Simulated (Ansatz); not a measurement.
Program: Ansatz. Geometries: PBE0-D4/def2-TZVP. ΔE: electronic, gas phase. CCSD(T)/CBS adds triple-zeta CCSD(T) − MP2 to the extrapolated MP2 energy (def2 sets, frozen cores). This one scheme is used for every species, atoms too. For atomizations the MP2-based limit and the directly extrapolated one differ by several kJ/mol either way, and by 10 to 25 for some Ge, Se and Sn compounds, so smaller differences from it don't rank the levels. DFT in def2-TZVPP. B3LYP here is the variant with VWN-RPA as its local correlation; programs differ in this. No spin–orbit coupling; open shells (•) take unrestricted orbitals. Spin–orbit coupling would lower the free atoms: a little for Al, C, O, Si. Each species was taken in one conformer, which may not be the lowest.

Reaction (atomization): `O=CO[SiH2][NH][AlH2]` → Al• + C• + 6 H• + N• + 2 O• + Si•

`O=CO[SiH2][NH][AlH2]`:

Z-matrix (Å, degrees):
```
Si
N 1 1.704
O 1 1.706 2 113.0
H 1 1.478 2 108.9 3 -113.5
H 1 1.480 2 113.6 3 120.8
Al 2 1.787 1 129.6 3 107.8
H 2 1.014 1 113.0 3 -70.4
C 3 1.324 1 117.6 2 61.0
H 6 1.580 2 117.4 1 0.7
H 6 1.581 2 117.7 1 -179.6
O 8 1.201 3 124.5 1 -2.3
H 8 1.100 3 111.7 1 177.8
```

```
        level  ΔE (eV)  difference from CCSD(T)/CBS
  LDA (SPW92)    52.59                         6.67
    revPBE-D4    45.35                        -0.57
      BLYP-D4    45.96                         0.04
     B3LYP-D4    45.81                        -0.11
   r2SCANh-D4    45.47                        -0.45
       B2PLYP    45.35                        -0.57
       r2SCAN    45.82                        -0.10
      r2SCANh    45.39                        -0.53
HF/def2-QZVPP    32.29                       -13.63
MP2/CBS(def2)    46.95                         1.03
  CCSD(T)/CBS    45.92                            0
```

Largest T1 diagnostic among the species: 0.018.

The D4 term adds +0.46 eV with B3LYP and +0.24 eV with PBE0; it sums over pairs of atoms, weighted by their polarisabilities, and B3LYP, whose exchange is more repulsive, gets the larger term. At CCSD(T), def2-SVP lies −3.12 eV from the extrapolated value and def2-TZVPP −1.41 eV: correlation converges slowly with the basis, and small sets miss more of it in the bonded molecule than in its fragments. From BLYP to BHLYP (50 % exact exchange), in def2-TZVPP and without D4, ΔE moves by −1.49 eV: exact exchange takes away binding that semilocal exchange gives to molecules.
